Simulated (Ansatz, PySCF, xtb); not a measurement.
Gas-phase reaction in SMILES: NB(N)O [diaminoborinic acid] + 2 B (BH3) -> 2 BN (BNH4) + BO (H3BO)
Structures are relaxed separately at B3LYP-D3(BJ)/def2-TZVP in Ansatz (a quantum-chemistry and plane-wave program), one conformer each, not searched for the lowest. Frequencies are from Ansatz or PySCF.

Wanted: bond separation energy (0 K, with B3LYP-D3(BJ) harmonic zero-point energies), in kcal/mol. Correlated levels leave the core frozen unless marked. No spin-orbit coupling. No relativistic terms. Basis-set limits of correlation are two-point, X^-3; Hartree-Fock from the larger set.

```tsv
level	program	bond separation energy (kcal/mol)
GFN1-xTB	xtb	-18.6
```

Predict the CCSD(T)/CBS(cc-pVTZ,cc-pVQZ) result (Ansatz).

-23.0 kcal/mol
